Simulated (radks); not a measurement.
Results of a calculation; reference values are marked as such.
Q: Coherent X-ray form factor from a spherical all-electron density. Code: a radial shooting solver on a logarithmic mesh with Libxc functionals. Model: Dirac Kohn-Sham, BLYP, spin-unpolarised, spherical densities, finite nucleus; Fermi nuclear charge, rms radius of each element as measured or else 0.836 A^(1/3) + 0.57 fm.

| sin(theta)/lambda (1/angstrom) | f0 (electrons) |
|---|---|
| 0.05 | 72.325 |
| 0.1 | 70.421 |
| 0.15 | 67.599 |
| 0.2 | 64.238 |
| 0.25 | 60.670 |
| 0.3 | 57.129 |
| 0.4 | 50.600 |
| 0.5 | 45.015 |
| 0.6 | 40.276 |
| 0.8 | 32.628 |
| 1 | 26.747 |
| 1.25 | 21.461 |
| 1.5 | 18.049 |
| 2 | 14.239 |

The species is in the configuration that NIST lists as its ground one. Which atom or ion scatters so?

A: The osmium ion Os3+, [Xe] 4f14 5d5. Extrapolating in s^2 from the first two rows gives f0(0) = 73.0, near the electron count 73; among species with that count, the fall with angle is slower the higher Z, and the table is that of Z = 76; from so few rows the species is fixed only to a neighbour or two.
